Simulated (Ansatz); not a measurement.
A search over several starts for the lowest SCF solution of SnF₃⁻ at the given spin, in a small basis.

```yaml
crystal:
  periodic: [false, false, false]
  atoms:
    - {symbol: Sn, position_ang: [-0.000253, 0.001766, 0.000653]}
    - {symbol: F, position_ang: [-0.371742, 0.533144, 1.960276]}
    - {symbol: F, position_ang: [-0.762983, 1.135369, -1.546236]}
    - {symbol: F, position_ang: [1.134979, -1.670288, -0.414694]}
basis:
  gaussian: {orbitals: def2-SVP, initial_orbitals: start.molden}
total_charge: -1
magnetization: {spin_polarized: true, initial_magnetization: 2}
hamiltonian: {xc: pbe0, dispersion: d4}
output: {orbitals: {seedname: orbitals}}
```

The file start.molden holds the orbitals of an earlier run on this structure, at another level or in another basis.

```sh
$ ansatz run in.yaml --threads 4 --pin off --events-out ev --progress --plain --max-ram 3916MiB
```

It prints (some lines left out):

```
Functional definition: PBE0
720 factors; integrals over basis functions are off by at most 2.1e-4 eV
mean field evaluation 1: about -13968.8010 eV, gradient 2.7e1 eV
mean field evaluation 2: about -13969.4013 eV, gradient 7.9e-1 eV
mean field evaluation 4: about -13969.4942 eV, gradient 8.7e-3 eV
mean field evaluation 8: about -13969.0371 eV, gradient 8.1e0 eV
mean field evaluation 16: about -13969.4942 eV, gradient 2.6e-2 eV
mean field -13969.49424647 eV, -513.3694446946 hartree, gradient 8.1e-5 eV, S^2 2.005283; 1 other end points of the search recorded, 0 dependent functions left out
reference -13969.49427492 eV, -513.3694457399 hartree; 26, 24 occupied and 42, 44 virtual orbitals, 720 factors
Total energy: -13969.55480029 eV, -513.3716700062 hartree
```

Run time 1.4 s (4 threads of Arm Neoverse V1 on a shared host).

In the def2 sets Sn takes a core potential; there is no spin–orbit coupling. The highest occupied level of the charge -1 triplet lies above zero (up to 0.87 eV). The electron is either unbound and held by the finite basis, or the level is raised by self-interaction error. At PBE0-D4/def2-TZVPD a singlet of charge -1 lies 3.16 eV below the triplet, each at its own geometry. The structure comes from a short search, and lower isomers may exist.
